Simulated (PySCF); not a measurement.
**Induced dipoles and field energies**

Compound: C2H6Ge.
Geometry (PBE0-D3(BJ)/def2-SVP, Å), atoms numbered from 1 in this order:
```xyz
9
C2H6Ge angstrom
C      1.5390   -0.1757   -0.3034
C      0.5504    0.0348    0.5699
Ge    -1.3203    0.1139    0.0648
H      1.3490   -0.3177   -1.3734
H      2.5887   -0.2169    0.0094
H      0.8017    0.1690    1.6296
H     -2.1269   -0.9678    0.8100
H     -1.4330   -0.1147   -1.4537
H     -1.9215    1.4872    0.4237
```

Level: CAM-B3LYP/def2-SVPD (PySCF); nuclei fixed, core orbitals frozen in the response. Permanent dipole (0.555, -0.032, 0.100) D (1 au = 2.5417 D). Static polarisability (au):

```
x   70.88 -2.73 -5.14
y   -2.73 47.62  1.55
z   -5.14  1.55 54.86
```

Only the terms in μ and α are kept: μ(F) = μ + αF and ΔE = −μ·F − ½ F·αF.

Apply 0.003 au along ±x, ±y and ±z in turn. Tabulate induced and total dipoles and both energy terms.

```
field along  induced x (D)  induced y (D)  induced z (D)  total size (D)  −μ·F (kJ/mol)  −½F·αF (kJ/mol)
         +x          0.540         -0.021         -0.039           1.098         -1.720           -0.837
         −x         -0.540          0.021          0.039           0.140         +1.720           -0.837
         +y         -0.021          0.363          0.012           0.638         +0.099           -0.563
         −y          0.021         -0.363         -0.012           0.704         -0.099           -0.563
         +z         -0.039          0.012          0.418           0.732         -0.310           -0.648
         −z          0.039         -0.012         -0.418           0.676         +0.310           -0.648
```

For the field (-0.0030, 0.0027, -0.0027) au, what is the induced dipole, and what angle does it make with the field?

αF = (-0.524, 0.337, -0.327) D, at 10.0° to the field. The polarisability along this direction, F·αF/F², is 56.12 au, against a mean of 57.79 au.

Which field along μ doubles the dipole in that direction (linear response)?

The polarisability along the dipole is 68.79 au, so F = 0.2222 au / 68.79 au = 0.0032 au = 0.17 V/Å; higher-order terms are ignored.

What field makes μF equal to kT at 400 K?

kT = 1.2667 × 10⁻³ Eh, so F = 0.0057 au = 29.3 MV/cm.

A unit point charge sits 9 Å away. Estimate the induction energy −αe²/2R⁴ with the mean polarisability, treating the molecule as a point.

R = 17.01 bohr, so the energy is −57.8/(2 × 17.01⁴) Eh = -0.907 kJ/mol. The charge–dipole term at its most favourable orientation, −μe/R², is -2.02 kJ/mol.

Geometry: PBE0-D3(BJ)/def2-SVP; no solvent, vibrations or thermal averaging. The calculation is non-relativistic, for germanium too.
